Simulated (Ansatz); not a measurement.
The same path of ClGaH$_{4}$S (7 atoms, charge 0, multiplicity 1) was run twice with different band settings. Lost on the way: Ga1–Cl2, S5–H7. Made: Cl2–H7.

The calculation used Ansatz, RKS PBE0/def2-SVP.

Relaxed end points:

```xyz
7
Properties=species:S:1:pos:R:3
Ga 0.010 -0.015 0.027
Cl -0.441 0.431 2.133
H 1.504 0.227 -0.365
H -1.245 -0.028 -0.907
S 0.178 -2.615 0.435
H -1.105 -2.737 0.844
H 0.621 -2.411 1.697
```

```xyz
7
Properties=species:S:1:pos:R:3
Ga 0.092 -0.469 -0.260
Cl -0.033 -0.027 2.482
H 1.470 0.212 -0.509
H -1.339 0.003 -0.663
S 0.271 -2.650 0.349
H -1.055 -2.909 0.302
H 0.116 -1.307 2.163
```

Common settings: movable images 9; climbing image yes; spring 5.0 eV/Å²; optimiser quadratic models (default); force threshold 0.05 eV/Å; iteration limit 60; end points relaxed.

| run | start path |
| --- | --- |
| 1 | through a guess of the saddle point |
| 2 | straight line |

Question: What does each run give, and how far can it be trusted?

Answer: Run 1: converged after 10 iterations, highest image 0.559 eV above the first end. A vibrational analysis at the climbing image gives one clearly imaginary mode, 240i cm⁻¹: a first-order saddle point.
Run 2: converged after 7 iterations, highest image 0.559 eV above the first end. Another band between the same ends (9 images) ends at a top of the same energy, where a vibrational analysis finds 1 clearly imaginary mode.
The orbitals stay closed-shell, which can raise the energy where a bond breaks towards radicals; this wasn't checked here.
